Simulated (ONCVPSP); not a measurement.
Li (Z = 3): one change to an ONCV potential, before and after

* Element: lithium (Li)
* Generator: ONCVPSP 4.0.1
* Type: optimised norm-conserving Vanderbilt (ONCV)
* Functional: LDA (Perdew-Zunger)
* Relativity: scalar-relativistic
* Frozen core: none
* Valence charge: 3
* Reference configuration: 1s2 (charge +1)
* Partial waves: 1s: rc 0.70 bohr, ncon 4, nbas 8, qcut 13.2 1/bohr, 1 projector; p scattering state at 0.05 Ha: rc 0.65 bohr, ncon 3, nbas 6, qcut 11.2 1/bohr, 1 projector
* Local potential: polynomial inside 0.65 bohr (lpopt 5, dvloc0 0 Ha)
* Core correction: none

All-electron outer shells of the reference configuration (LDA (Perdew-Zunger), scalar-relativistic, ld1.x):

| shell | level (eV) | outermost node (bohr) | outermost maximum (bohr) |
| --- | --- | --- | --- |
| 1s | -59.59 | – | 0.36 |

Change: local potential polynomial inside 0.65 bohr (lpopt 5, dvloc0 2.5 Ha).

Cutoffs: the cutoffs (Ha) at which the residual kinetic energy of the hardest occupied pseudo-wave falls to 1 and 0.1 mHa per electron; they do not see the model core or the augmentation charge, which bear on the density cutoff. Errors are all-electron minus pseudo energies relative to the spin-unpolarised reference configuration.

Problem. Predict the effect on cutoff, ghosts and configuration errors.

Solution. The potential gets neither clearly harder nor softer (74 Ha and 124 Ha → 74 Ha and 124 Ha); of the 4 tests that both files solve, the error grows in 2 and shrinks in 1 by more than 15 % and 0.3 meV (median size 4.9 → 7.8 meV); neither file shows a bound ghost.

| quantity | base | changed |
| --- | --- | --- |
| cutoff, loose | 74 Ha | 74 Ha |
| cutoff, tight | 124 Ha | 124 Ha |
| bound ghosts | none | none |
| GHOST(+) flags under 300 eV | none | none |
| error for 1s2 2s1, meV [ΔE -5.24 eV] | -5.8 | -9.3 |
| error for 1s2 2s0.5, meV [ΔE -3.19 eV] | -3.9 | -6.3 |
| error for 1s2 2p1, meV [ΔE -3.49 eV] | 0.0 | 0.0 |
| error for 1s1 2s1, meV [ΔE 62.14 eV] | +126 | +95 |
| s: phases at 0.71 bohr within 0.05 rad from the reference energy up to (Ha; the scan ends near 5) | to the end of the scan | 5.0 |
| p: phases at 0.66 bohr within 0.05 rad from the reference energy up to (Ha; the scan ends near 5) | to the end of the scan | to the end of the scan |
